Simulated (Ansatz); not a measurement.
Mg2Cl2F2⁺, that is (ClMg-mu-F)2 with one electron fewer. Total charge 1; doublet. Geometry r2SCAN-D4/def2-SVP, that of the neutral singlet; atoms count from 1.

```xyz
6

Mg   -0.364    0.114    1.401
Cl   -0.914    0.287    3.526
F     1.194   -0.007    0.310
Mg    0.361   -0.116   -1.402
Cl    0.918   -0.287   -3.525
F    -1.196    0.009   -0.310
```

**Question.** Estimate the Mulliken populations from the PBE0/def2-TZVP orbitals of Ansatz.

**Answer.** 
```tsv
atom	charge (e)	spin (α − β)
Mg1	1.18	-0.01
Cl2	-0.10	0.51
F3	-0.58	0.00
Mg4	1.18	-0.01
Cl5	-0.10	0.51
F6	-0.58	0.00
```
Mulliken values and Mayer orders depend strongly on the basis.

**Question.** Where does the spin sit?

**Answer.** Summed by element: Mg -0.01, Cl 1.01, F 0.00, of 1 unpaired in all. Largest on single atoms: Cl5 0.51, Cl2 0.51, Mg4 -0.01.

**Question.** And the Mayer bond orders between bonded heavy atoms (over 0.3)?

**Answer.** Mg1–Cl2 0.75 (2.20 Å); Mg1–F3 0.38 (1.91 Å); Mg1–F6 0.38 (1.91 Å); F3–Mg4 0.38 (1.91 Å); Mg4–Cl5 0.75 (2.20 Å); Mg4–F6 0.38 (1.91 Å). Values over 0.3 also appear between atoms too far apart for a bond (Cl2–Cl5 0.46 at 7.31 Å); they arise where an orbital or an unpaired electron spreads over both atoms.
